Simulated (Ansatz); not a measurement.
`C=CC(C)=[Se]` → `C=CC=[Se]` + `[CH2]` (triplet) at 298.15 K and 1 bar (formal loss of a carbene).

Gas-phase electronic energies from Ansatz, PBE0-D4/def2-TZVP geometries. CCSD(T)/CBS is the MP2 limit (def2-TZVPP, def2-QZVPP) plus CCSD(T) − MP2 in def2-TZVPP, frozen cores. This one scheme is used for every species. Triplets are unrestricted, without spin–orbit coupling. For Se outer-core shells are correlated without core-valence functions, which leaves a few kJ/mol of doubt a bond. Scalar relativity is left out up to krypton. Each species was taken in one conformer, which may not be the lowest.

```json
{"species": "`C=CC(C)=[Se]`", "CCSD(T)/CBS energy (Eh)": "-2556.48699", "H − E (kJ/mol)": "247.1", "S (J/(mol·K))": "332.6"}
{"species": "`C=CC=[Se]`", "CCSD(T)/CBS energy (Eh)": "-2517.21565", "H − E (kJ/mol)": "169.2", "S (J/(mol·K))": "307.6"}
{"species": "`[CH2]` (triplet)", "CCSD(T)/CBS energy (Eh)": "-39.09499", "H − E (kJ/mol)": "55.4", "S (J/(mol·K))": "195.3"}
```

H − E and S are ideal-gas, rigid-rotor, harmonic terms from PBE0-D4/def2-TZVP, for one conformer and one mirror image of each species, with the whole ground term of open shells counted as degenerate. 1 Eh = 2625.50 kJ/mol, R = 8.31446 J/(mol·K).

Task: By hand: ΔE, ΔH, ΔS and ΔG.

Result: ΔE = (-2517.21565) + (-39.09499) − (-2556.48699) = 0.17635 Eh = 463.0 kJ/mol. Δ(H − E) = 169.2 + 55.4 − 247.1 = -22.5, so ΔH = 440.5 kJ/mol. ΔS = 307.6 + 195.3 − 332.6 = 170.3 J/(mol·K). ΔG = 440.5 − 298.15 × (170.3)/1000 = 389.7 kJ/mol.

Task: By hand: the equilibrium constant, and the temperature at which ΔG would vanish if ΔH and ΔS stayed fixed.

Result: log₁₀ K = −ΔG/(RT ln 10) = -68.3. ΔG = 0 at ΔH/ΔS = 2587 K, far beyond where these terms or the molecules hold.

The number of gas molecules changes by +1, which sets the sign of ΔS. A doubt of 5 kJ/mol in ΔE shifts log₁₀ K by 0.9 here. Other conformers and mirror images would add mixing entropy, several J/(mol·K) or more a flexible species. A triplet takes part, so the spin changes. These are equilibria of isolated gas molecules and say nothing of rates. Largest T1 diagnostic: 0.018 (customary marks: 0.02 for closed shells, 0.045 for open ones).
